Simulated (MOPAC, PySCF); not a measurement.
[Zn(Cl)(H)], neutral singlet in the gas phase. 

Cartesian coordinates (Å):
```xyz
3

Zn     0.0025    -0.0119     0.0009
Cl     0.2717    -2.1095    -0.0849
H     -0.1912     1.4970     0.0626
```
Charge 0, spin multiplicity 1.

All levels are single points at this geometry (BP86-D3(BJ)/def2-SVP); Pople sets use spherical d functions. Orbital energies aren't observables, and empty levels follow the basis.

PBE-D3(BJ)/def2-TZVP in PySCF gives HOMO (eV) = -7.49.

Question: Estimate the HOMO (eV) from each of these levels: B3LYP-D3(BJ)/def2-TZVP in PySCF; TPSSh-D3(BJ)/def2-TZVP in PySCF; B3LYP/3-21G in PySCF; B3LYP/6-311+G** (LANL2DZ on Zn) in PySCF; B3LYP/6-31G* (LANL2DZ on Zn) in PySCF; B3LYP/LANL2DZ in PySCF; BP86/6-31G* (LANL2DZ on Zn) in PySCF; PBE/6-31G* (LANL2DZ on Zn) in PySCF; SVWN5/6-31G* (LANL2DZ on Zn) in PySCF; HF/6-31G* (LANL2DZ on Zn) in PySCF; AM1 in MOPAC; PM3 in MOPAC.

Answer: 
| level | HOMO (eV) |
|---|---|
| B3LYP-D3(BJ)/def2-TZVP in PySCF | -8.58 |
| TPSSh-D3(BJ)/def2-TZVP in PySCF | -8.13 |
| B3LYP/3-21G in PySCF | -8.51 |
| B3LYP/6-311+G** (LANL2DZ on Zn) in PySCF | -8.57 |
| B3LYP/6-31G* (LANL2DZ on Zn) in PySCF | -8.46 |
| B3LYP/LANL2DZ in PySCF | -8.47 |
| BP86/6-31G* (LANL2DZ on Zn) in PySCF | -7.48 |
| PBE/6-31G* (LANL2DZ on Zn) in PySCF | -7.37 |
| SVWN5/6-31G* (LANL2DZ on Zn) in PySCF | -7.51 |
| HF/6-31G* (LANL2DZ on Zn) in PySCF | -12.07 |
| AM1 in MOPAC | -12.10 |
| PM3 in MOPAC | -11.24 |
